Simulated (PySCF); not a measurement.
Isomers of C9H12, one GFN2-xTB conformer each. Single-point energies are computed at PBE0/pcSseg-1 (PySCF, gas phase, no added dispersion term), electronic only.

| SMILES | GFN2-xTB relative energy (kJ/mol) |
| --- | --- |
| Cc1cccc(C)c1C | 0.0 |
| C=CCC1=CCC=CC1 | 181.7 |

Conformers: `[CH2:1]=[CH:2][CH2:3][C:4]1=[CH:5][CH2:6][CH:7]=[CH:8][CH2:9]1` with C1–C2–C3–C4 121°, C2–C3–C4–C5 108°.

Q: What does PBE0/pcSseg-1 give for the same structures?

A: 
```
        SMILES  PBE0/pcSseg-1 E (Eh)  PBE0/pcSseg-1 (kJ/mol)  GFN2-xTB (kJ/mol)  point group
 Cc1cccc(C)c1C            -349.72190                     0.0                0.0            –
C=CCC1=CCC=CC1            -349.65407                   178.1              181.7           C1
```

Both levels put the same isomer lowest. As drawn, the lower has an aromatic ring, which the higher lacks; the higher has a C=C bond outside aromatic rings, which the lower lacks.

Q: Which frontier levels, dipoles and rotational constants go with these structures?

A: 
| SMILES | HOMO (eV, PBE0/pcSseg-1) | LUMO (eV) | dipole (D) | A, B, C (MHz) |
| --- | --- | --- | --- | --- |
| Cc1cccc(C)c1C | -6.71 | 0.10 | 0.78 | 2247, 1755, 1004 |
| C=CCC1=CCC=CC1 | -6.63 | 0.09 | 0.14 | 3701, 977.7, 837.7 |
